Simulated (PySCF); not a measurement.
CH₆Al₂O₄, SMILES [OH][Al]([OH])[CH2][Al]([OH])[OH].

Coordinates come from a PBE0-D3(BJ)/def2-SVP optimisation. The structure was generated by enumeration; whether it is a known compound was not checked. The values are those of a single conformer.

Level of theory: PBE0-D3(BJ)/def2-SVP (PySCF).

Frequencies are harmonic and unscaled.

Computed normal modes with their intensities:
```tsv
mode	ν (cm⁻¹)	IR (km/mol)	moving atoms (share of kinetic energy)
1	34	0.7	O 82 %, H 8 %
2	45	0.1	O 67 %, C 16 %, H 15 %
3	134	7.0	O 71 %, H 11 %, Al 10 %
4	169	3.1	O 61 %, Al 30 %, H 9 %
5	200	9.7	O 47 %, H 28 %, Al 17 %, C 9 %
6	220	10.5	Al 65 %, O 25 %, H 10 %
7	234	31.8	O 42 %, H 28 %, Al 25 %
8	241	32.9	O 53 %, H 24 %, Al 19 %
9	310	1.6	Al 50 %, O 28 %, H 18 %
10	337	126.7	H 88 %, O 11 %
11	379	140.1	H 85 %, O 13 %
12	399	137.2	H 86 %, O 12 %
13	531	144.4	H 54 %, C 23 %, O 18 %
14	536	104.1	H 66 %, C 22 %
15	593	42.7	H 72 %, C 14 %, O 13 %
16	620	88.6	O 36 %, H 33 %, C 28 %
17	642	107.4	H 82 %, O 9 %
18	646	34.4	H 44 %, O 28 %, C 26 %
19	658	96.1	H 74 %, O 20 %
20	788	0.5	H 69 %, O 16 %, Al 10 %
21	817	87.8	H 54 %, O 23 %, Al 22 %
22	844	79.8	O 41 %, Al 40 %, H 14 %
23	858	319.6	H 65 %, O 22 %, Al 8 %
24	879	106.5	O 27 %, H 27 %, C 23 %, Al 23 %
25	937	182.2	Al 40 %, O 30 %, H 18 %, C 11 %
26	966	217.2	Al 42 %, O 29 %, H 25 %
27	1342	8.6	H 91 %, C 8 %
28	3048	0.3	H 94 %
29	3155	0.2	H 91 %, C 9 %
30	3777	267.2	H 94 %
31	3966	100.2	H 94 %
32	3975	92.2	H 94 %
33	3992	106.0	H 94 %
```
